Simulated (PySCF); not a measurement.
C₇H₈N (doublet state).
Geometry (GFN2-xTB, Å), atoms numbered from 1 in this order:
```
atom  x, y, z in Å
C1     2.9873   -1.1266   -0.2859
C2     1.8932   -0.7550    0.0247
C3     0.5647   -0.2781    0.3555
C4    -0.5136   -1.0948   -0.2607
C5    -1.8933   -0.6348   -0.0064
N6    -2.0554    0.8083    0.0038
C7    -1.0621    1.5731   -0.0398
C8     0.3866    1.1931   -0.1152
H9     3.9477   -1.4642   -0.5389
H10    0.4470   -0.2811    1.4510
H11   -0.2881   -1.7371   -1.0929
H12   -2.2636   -0.9606    0.9787
H13   -2.5951   -1.0266   -0.7483
H14   -1.2771    2.6377   -0.0287
H15    0.7191    1.2842   -1.1544
H16    0.9951    1.8714    0.4876
```

The hyperfine couplings belong to this conformer and change with its torsions.

As a line formula: `C#C[C@@H]1[CH]CN=CC1` [radical].

Method used: PySCF 2.14.0, UKS B3LYP, pcH-1 on C H N, non-relativistic, mean-field spin-orbit, GIAO. The structure is a single GFN2-xTB conformer in the gas phase; no vibrational or solvent corrections. The geometry wasn't refined by DFT: couplings that depend on bond lengths, twists or pyramidal angles can differ widely from those at the functional's own minimum. Stability of the SCF solution: not tested.

(1) Predict the first-order ENDOR lines of N6, H12, H10, H11, H14, H16, H13, H15 and H9 under fast tumbling at B = 1214.9 mT (Q band).

(2) Which pairs are centred on the nuclear Larmor frequency, and which on half the coupling?

(3) At what field would the lower line of N6 fall to zero frequency?

Results:

(1) For S = 1/2 in fast tumbling each set of equivalent nuclei gives two lines, ν± = |νn ± a/2| to first order, with νn = g_N μN B/h and μN/h = 7.62259 MHz/T.

```tsv
nuclei	isotope	g_N	νn (MHz)	a_iso (MHz)	lower line (MHz)	upper line (MHz)
N6	14N	0.4038	3.74	0.99	3.24	4.24
H12	1H	5.5857	51.73	99.75	1.85	101.60
H10	1H	5.5857	51.73	71.23	16.11	87.34
H11	1H	5.5857	51.73	-58.95	22.25	81.20
H14	1H	5.5857	51.73	14.71	44.37	59.08
H16	1H	5.5857	51.73	14.37	44.54	58.91
H13	1H	5.5857	51.73	11.34	46.06	57.40
H15	1H	5.5857	51.73	-4.01	49.72	53.73
H9	1H	5.5857	51.73	0.73	51.36	52.09
```

(2) Centred on νn, since |a| < 2νn: N6, H12, H10, H11, H14, H16, H13, H15 and H9. No pair has |a| > 2νn.

(3) Where νn = |a|/2, that is B = 0.50 MHz/(0.4038 × 7.62259 MHz/T) = 161 mT, as far as first order holds there.

Largest spin populations (Mulliken): C4 (+1.01), C3 (-0.08) and C5 (-0.07). C4 is the only atom above +0.15. The angles at C4 add up to 356.6°, so it is nearly planar; its axial dipolar tensor and the negative coupling of its proton fit spin in a p orbital normal to that plane.
